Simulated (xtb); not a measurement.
xtb input:

```bash
xtb mol.xyz --gfn 1 --sp --chrg 0 --uhf 0
```
mol.xyz:
```
5

F      1.60411328    -0.29113349     0.40409270
Sn    -0.24912039     0.04521332    -0.06275600
H     -0.21093161     1.49491932    -0.95963111
H     -0.71761681    -1.31743430    -0.97445409
H     -1.05245173     0.18205036     1.43505081
```

Q: Predict the final energy.

A: -9.24353 Eh (GFN1-xTB).
